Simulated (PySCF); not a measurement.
**TeN⁺: script and output**

Input:

```python
from pyscf import gto, dft

mol = gto.M(
    atom='Te 0 0 0; N 0 0 1.868',
    basis='def2-svp',
    ecp={'Te': 'def2-svp'},
    charge=1,
    spin=0,
    symmetry=True,
    verbose=4,
)
mf = dft.RKS(mol, xc='lda,vwn')
mf.kernel()
mf.dip_moment()
print('orbital energies (hartree):', mf.mo_energy[..., max(0, mol.nelec[1]-3):mol.nelec[0]+3].round(4))
```

```bash
$ python input.py
```

Output (some set-up lines and the per-cycle HOMO/LUMO lines with their warnings removed):

```
PySCF version 2.14.0

[INPUT] verbose = 4
[INPUT] num. atoms = 2
[INPUT] num. electrons = 30
[INPUT] charge = 1
[INPUT] spin (= nelec alpha-beta = 2S) = 0
[INPUT] symmetry True subgroup None
[INPUT] Mole.unit = angstrom
[INPUT] Symbol           X                Y                Z      unit          X                Y                Z       unit  Magmom
[INPUT]  1 Te     0.000000000000   0.000000000000   0.000000000000 AA    0.000000000000   0.000000000000   0.000000000000 Bohr   0.0
[INPUT]  2 N      0.000000000000   0.000000000000   1.868000000000 AA    0.000000000000   0.000000000000   3.530008400688 Bohr   0.0

nuclear repulsion = 47.5919547294218
point group symmetry = Coov
symmetry origin: [0.         0.         0.41881456]
symmetry axis x: [1. 0. 0.]
symmetry axis y: [0. 1. 0.]
symmetry axis z: [0. 0. 1.]
num. orbitals of irrep A1 = 16
num. orbitals of irrep E1x = 9
num. orbitals of irrep E1y = 9
num. orbitals of irrep E2x = 3
num. orbitals of irrep E2y = 3
number of shells = 16
number of NR pGTOs = 85
number of NR cGTOs = 40
basis = def2-svp
ecp = {'Te': 'def2-svp'}

******** <class 'pyscf.dft.rks_symm.SymAdaptedRKS'> ********
method = SymAdaptedRKS
initial guess = minao
damping factor = 0
level_shift factor = 0
DIIS = <class 'pyscf.scf.diis.CDIIS'>
diis_start_cycle = 1
diis_space = 8
diis_damp = 0
SCF conv_tol = 1e-09
SCF conv_tol_grad = None
SCF max_cycles = 50
direct_scf = True
direct_scf_tol = 1e-13
XC library pyscf.dft.libxc version 7.0.0
    S. Lehtola, C. Steigemann, M. J.T. Oliveira, and M. A.L. Marques.,  SoftwareX 7, 1–5 (2018)
XC functionals = lda,vwn
    P. A. M. Dirac.,  Math. Proc. Cambridge Philos. Soc. 26, 376 (1930)
    F. Bloch.,  Z. Phys. 57, 545 (1929)
    S. H. Vosko, L. Wilk, and M. Nusair.,  Can. J. Phys. 58, 1200 (1980)
radial grids:
    Treutler-Ahlrichs [JCP 102, 346 (1995); DOI:10.1063/1.469408] (M4) radial grids

becke partition: Becke, JCP 88, 2547 (1988); DOI:10.1063/1.454033
pruning grids: <function nwchem_prune>
grids dens level: 3
symmetrized grids: True
atomic radii adjust function: <function treutler_atomic_radii_adjust>
small_rho_cutoff = 0
Freeze 0 electrons in irreps []
    30 free electrons in irreps A1 E1x E1y E2x E2y
Set gradient conv threshold to 3.16228e-05
Initial guess from minao.
tot grids = 35864
init E= -294.416317245377
cycle= 1 E= -318.100646638309  delta_E= -23.7  |g|= 3.46  |ddm|= 8.28
cycle= 2 E= -311.425225888726  delta_E= 6.68  |g|= 5.46  |ddm|= 10.1
cycle= 3 E= -321.032805995429  delta_E= -9.61  |g|= 1.14  |ddm|=  7.1
cycle= 4 E= -320.604294883778  delta_E= 0.429  |g|= 1.51  |ddm|= 2.44
cycle= 5 E= -321.066974515796  delta_E= -0.463  |g|= 1.27  |ddm|= 2.12
cycle= 6 E= -321.067766967936  delta_E= -0.000792  |g|= 1.24  |ddm|= 0.142
cycle= 7 E= -320.981103424179  delta_E= 0.0867  |g|= 1.35  |ddm|= 0.0988
cycle= 8 E= -321.241477297159  delta_E= -0.26  |g|= 0.958  |ddm|= 0.32
cycle= 9 E= -321.250205514556  delta_E= -0.00873  |g|= 0.934  |ddm|= 0.0503
cycle= 10 E= -321.469538732204  delta_E= -0.219  |g|= 0.192  |ddm|= 0.519
cycle= 11 E= -321.478880776678  delta_E= -0.00934  |g|= 0.0232  |ddm|= 0.148
cycle= 12 E= -321.479019997864  delta_E= -0.000139  |g|= 0.00206  |ddm|= 0.0147
cycle= 13 E= -321.479020991027  delta_E= -9.93e-07  |g|= 0.00062  |ddm|= 0.00183
cycle= 14 E= -321.479021089609  delta_E= -9.86e-08  |g|= 4.75e-06  |ddm|= 0.000428
cycle= 15 E= -321.479021089598  delta_E= 1.11e-11  |g|= 8.25e-06  |ddm|= 1.02e-05
Extra cycle  E= -321.479021088044  delta_E= 1.55e-09  |g|= 7.82e-05  |ddm|= 5.97e-05
converged SCF energy = -321.479021088044

WARN: System has nonzero charge 1; the dipole moment is origin-dependent.
Location of origin: [0. 0. 0.]

Dipole moment(X, Y, Z, Debye):  0.00000,  0.00000, -1.01893
orbital energies (hartree): [-0.569  -0.569  -0.5682 -0.4473 -0.4473 -0.3017]
```

In short: E(SCF) = -321.479021 Eh, 15 cycles.

Wall time 1.2 s on one thread of a shared host.

Stability towards an unrestricted solution was not tested. The bond length is a typed value, not an optimised one. The dipole of an ion depends on the origin.
